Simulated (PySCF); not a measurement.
# Mayer bond orders and bond lengths

Compound: C4H4O3Si.
Atom-mapped SMILES: `[CH:1]#[C:2][Si@@H:3]1[O:4][CH2:5][C:6](=[O:7])[O:8]1` (hydrogens: H9 on C1; H10 on Si3; H11, H12 on C5)

Cartesian coordinates in Å at the GFN2-xTB level; atoms count from 1:
```
atom  x, y, z in Å
C1     3.212    0.275   -0.428
C2     2.127    0.204    0.085
Si3    0.482    0.098    0.912
O4    -0.395   -1.195    0.417
C5    -1.535   -0.824   -0.297
C6    -1.581    0.701   -0.387
O7    -2.430    1.337   -0.934
O8    -0.539    1.233    0.237
H9     4.155    0.339   -0.890
H10    0.446    0.266    2.350
H11   -1.507   -1.251   -1.304
H12   -2.434   -1.184    0.214
```

Bond orders from the PBE0/pcSseg-1 density (PySCF). Geometry: GFN2-xTB; no solvent, vibrations or thermal averaging.

Question: Where do the orders between heavy atoms depart from those drawn in the SMILES?

Answer: The largest departure is 0.482, at C1–C2 (drawn triple, 2.518). Drawn double or triple, more than 0.30 short of the drawn order: C1–C2 (2.518).

Question: Set the Mayer orders of the bonds beside their lengths.

Answer: 
```csv
bond,drawn as,length (Å),Mayer order
C1–C2,triple,1.202,2.518
C2–Si3,single,1.844,0.918
Si3–O4,single,1.638,1.021
O4–C5,single,1.396,0.891
C5–C6,single,1.529,1.013
C6–O7,double,1.194,2.035
C6–O8,single,1.326,1.035
O8–Si3,single,1.670,0.898
C1–H9,single,1.052,1.082
Si3–H10,single,1.449,0.921
C5–H11,single,1.094,0.928
C5–H12,single,1.094,0.928
```

By pair of heavy elements: C–C: lowest C5–C6 (1.013, 1.529 Å), highest C1–C2 (2.518, 1.202 Å). O–Si: lowest O8–Si3 (0.898, 1.670 Å), highest Si3–O4 (1.021, 1.638 Å). C–O: lowest O4–C5 (0.891, 1.396 Å), highest C6–O7 (2.035, 1.194 Å).

Question: Sum the orders of all bonds at each heavy atom with more than one neighbour and set the sums beside the valence in the SMILES.

Answer: C1 3.600 (drawn 4), C2 3.436 (drawn 4), Si3 3.758 (drawn 4), O4 1.912 (drawn 2), C5 3.760 (drawn 4), C6 4.083 (drawn 4), O8 1.933 (drawn 2). Orders between atoms that aren't bonded are not in these sums.

For a closed shell the Mayer order of atoms A and B is Σ (PS)μν (PS)νμ over the basis functions μ on A and ν on B, with P the density and S the overlap matrix.
